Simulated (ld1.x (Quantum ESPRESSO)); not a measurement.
V: PAW pseudisation with PBE, fully relativistic reference atom.

V (Z = 23), PAW, made with ld1.x (Quantum ESPRESSO) 7.5 (PBE, fully relativistic). Core [Ne] 3s2, reference 3p6 3d3 4s0 4p0 (charge +2). Waves: 4s (bound, empty): rcut 1.70, rcutus 2.00 bohr; 4s channel at -1 Ry: rcut 1.70, rcutus 2.00 bohr; 3p (bound): rcut 1.35, rcutus 1.65 bohr; 4p (bound, empty): rcut 1.35, rcutus 1.65 bohr; 3d (bound): rcut 1.40, rcutus 1.75 bohr; 3d channel at 2.1 Ry: rcut 1.40, rcutus 1.75 bohr. Local part: all-electron potential smoothed inside 1.60 bohr (lloc = -1). Core correction: Bessel-smoothed model core inside 1.60 bohr. Augmentation charge: BESSEL, radius 1.20 bohr.

Open shells are filled in proportion to 2j + 1 (rel_dist='average').

Calculated quality:

```json
{
 "Configuration tests": "test run stopped at test 7 of 7 (negative rho), 4 before it not solved; not counted: 3p6 3d3 4s2 4p0 (solver errors, printed error -806 eV); 3p6 3d3 4s1 4p1 (solver errors, printed error -8.1 eV); 3p6 3d3 4s1 4p0 (solver errors, printed error -3.4 eV); 1 more"
}
```

The ghost test of this file was not conclusive.

Generation and tests took about 3.8 s on one core of a shared server CPU.
